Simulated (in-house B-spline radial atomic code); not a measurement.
Removal energies of one electron outside the [Ne] 3s2 3p6 core along the 19-electron series, with the parts due to correlation (partial-wave tail included) and to Breit and QED terms, both contained in the total; recoil is left out. Computed with a B-spline radial code for spherical atoms: frozen-core Dirac-Hartree-Fock with a screened correlation potential.

| ion | Z | removal energy of 3d3/2 (eV) | correlation part of 3d3/2 (eV) | Breit and QED part of 3d3/2 (eV) | removal energy of 3d5/2 (eV) | correlation part of 3d5/2 (eV) | Breit and QED part of 3d5/2 (eV) |
| --- | --- | --- | --- | --- | --- | --- | --- |
| Br16+ | 35 | 578.13 | 2.8081 | -0.1028 | 576.48 | 2.7767 | -0.0082271 |
| Kr17+ | 36 | 640.99 | 2.8174 | -0.12478 | 639.05 | 2.7835 | -0.017758 |
| Rb18+ | 37 | 706.94 | 2.8248 | -0.14925 | 704.66 | 2.7881 | -0.028758 |
| Sr19+ | 38 | ? | ? | ? | ? | ? | ? |
| Zr21+ | 40 | ? | ? | ? | ? | ? | ? |
| Nb22+ | 41 | 1001.51 | 2.8399 | -0.27426 | 997.47 | 2.7906 | -0.089074 |
| Mo23+ | 42 | 1082.86 | 2.841 | -0.3129 | 1078.25 | 2.7881 | -0.10863 |

Task: Fill in the row of Sr19+.

Result: removal energy of 3d3/2 (eV): 775.96; correlation part of 3d3/2 (eV): 2.8307; Breit and QED part of 3d3/2 (eV): -0.17631; removal energy of 3d5/2 (eV): 773.31; correlation part of 3d5/2 (eV): 2.7911; Breit and QED part of 3d5/2 (eV): -0.041314.

Task: Fill in the row of Zr21+.

Result: removal energy of 3d3/2 (eV): 923.24; correlation part of 3d3/2 (eV): 2.838; Breit and QED part of 3d3/2 (eV): -0.2387; removal energy of 3d5/2 (eV): 919.71; correlation part of 3d5/2 (eV): 2.7921; Breit and QED part of 3d5/2 (eV): -0.07139.
